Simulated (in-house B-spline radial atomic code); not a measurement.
RPA and G0W0 for La IV (La3+), [Kr] 4d10 5s2 5p6, as one setting changes: the highest l of the empty states. Start: Hartree-Fock. A dash marks a level of low quasi-particle weight. Computed with a B-spline radial code for spherical atoms: all electrons, scalar-relativistic (spin-free one-electron X2C), finite nucleus, each spin shell either full or empty, empty states to the listed l with an (l + 1/2)⁻⁴ tail; G0W0 by contour deformation at full frequency.

Spin-orbit coupling, left out, splits p levels strongly here.

```tsv
highest l of the empty states	RPA summed (Eh)	RPA extrapolated (Eh)	G0W0 level (eV)
4	-3.3712	-4.0245	5p -51.39
5	-3.6707	-4.088	5p -51.42
6	?	?	?
7	-3.9002	-4.0643	5p -51.41
8	?	?	?
9	-3.9706	-4.0415	5p -51.40
10	-3.9871	-4.0372	5p -51.40
11	-3.998	-4.0345	5p -51.40
```

(1) What belongs in the row for 8?

(2) What belongs in the row for 6?

## Answers

(1) RPA summed (Eh): -3.9444; RPA extrapolated (Eh): -4.0491; G0W0 level (eV): 5p -51.40.

(2) RPA summed (Eh): -3.8199; RPA extrapolated (Eh): -4.0761; G0W0 level (eV): 5p -51.42.
